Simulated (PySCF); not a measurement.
Work out the structure from these simulated measurements.

Formula: C3H4FPSSi.

| Property | Result |
| --- | --- |
| 13C NMR | chemical shifts (computed TMS as zero) by class: 200.5 (1 C), 175.4 (1 C), 133.0 (1 C) ppm [GIAO PBE0/pcSseg-1] |
| UV, strongest line | among the 8 lowest singlet transitions: S2 at 4.83 eV (257 nm, f = 0.129) [TDDFT B3LYP/def2-SVPD] |
| Triplet | lowest triplet excitation (Tamm–Dancoff): 3.07 eV [TDA B3LYP/def2-SVPD] |
| NMR, other nuclei | isotropic shieldings of nuclei other than C and H, by class: 291 (1 F), 422 (1 Si), 92 (1 P), 183 (1 S) ppm [GIAO PBE0/pcSseg-1] |
| UV, first state | lowest singlet excitation: 4.65 eV (267 nm, f = 0.061) [TDDFT B3LYP/def2-SVPD] |
| Polarisability | 103.8 au [B3LYP/def2-SVPD] |
| Dipole | 1.84 D [B3LYP/def2-SVPD] |
| Rotational structure | rotational constants A, B, C: 3.007, 1.051, 0.786 GHz [GFN2-xTB] |
| 1H NMR | chemical shifts (computed TMS as zero) by class: 7.93 (1 H), 4.83 (3 H) ppm [GIAO PBE0/pcSseg-1] |

The electronic properties come from PySCF, for the isolated species, density fitting. Levels stand in brackets. Isolated species at its GFN2-xTB geometry, gas phase. GFN2-xTB frequencies show an imaginary mode (39i cm⁻¹), so this geometry is no minimum at that level. NMR classes are plain means over equivalent atoms (diastereotopic ones count apart unless rotation or inversion swaps them), as if these changed places fast.

**Question.** Propose a structure and show how it fits.

**Answer.** Numbering: `[F:1][c:2]1[cH:3][s:4][c:5]([SiH3:6])[p:7]1`. 3 carbons fall into 3 classes; from least to most shielded: aromatic C–F carbon [C2] (200.5 ppm), substituted aromatic carbon [C5] (175.4 ppm), aromatic CH next to a ring sulfur [C3] (133.0 ppm). Hydrogen classes from least to most shielded: 1 H on an aromatic CH next to a ring sulfur, C3 (7.93 ppm), 3 H on an SiH3 silicon, Si6 (4.83 ppm). The other shieldings belong to: 291 ppm, aryl fluorine [F1]; 422 ppm, SiH3 silicon [Si6]; 92 ppm, phosphorus bonded to 2 C [P7]; 183 ppm, thiophene-type sulfur [S4]. S1 is mainly HOMO−1→LUMO (weight 0.76); the largest Löwdin shares of the orbital it empties are 0.23 on the aromatic CH next to a ring sulfur, 0.22 on the aromatic C–F carbon, 0.18 on the substituted aromatic carbon and 0.17 on the thiophene-type sulfur, of the orbital it fills 0.30 on the phosphorus bonded to 2 C, 0.28 on the substituted aromatic carbon, 0.20 on the thiophene-type sulfur and 0.08 on the aromatic CH next to a ring sulfur. By its constants the optimised geometry is an asymmetric top. Structure: `Fc1csc([SiH3])p1`. The assignments are read from this structure; whether some other isomer fits the data as well wasn't checked.
